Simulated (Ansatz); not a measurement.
Reaction (ligand exchange at a B–O bond): `BOB(N)Cl` + `N=C=N` → `BN=C=N` + `NB(O)Cl`

Program: Ansatz. Geometries: PBE0-D4/def2-TZVP. ΔE: electronic, gas phase. CCSD(T)/CBS adds triple-zeta CCSD(T) − MP2 to the extrapolated MP2 energy (def2 sets, frozen cores). This one scheme is used for every species. DFT in def2-TZVPP. One conformer a species, not always the lowest.

| level | ΔE (kcal/mol) |
| --- | --- |
| LDA (SPW92) | -2.3 |
| BLYP-D4 | -0.6 |
| B2PLYP | 0.1 |
| MP2/def2-SVP | 0.2 |

(1) What does CCSD(T)/CBS give? (An estimate is asked.)

Largest T1 diagnostic among the species: 0.017.

Results:

(1) Computed: +1.3 kcal/mol. The listed levels differ from it by -3.6, -1.9, -1.2, -1.1 kcal/mol.

Leaving LDA and LC-ωPBE aside and taking each functional with its dispersion term where it has one, the values, not all of them listed here, spread over 2.7 kcal/mol, from PBE-D4 to ωB97X-V. From BLYP to BHLYP (50 % exact exchange), in def2-TZVPP and without D4, ΔE moves by +1.5 kcal/mol.
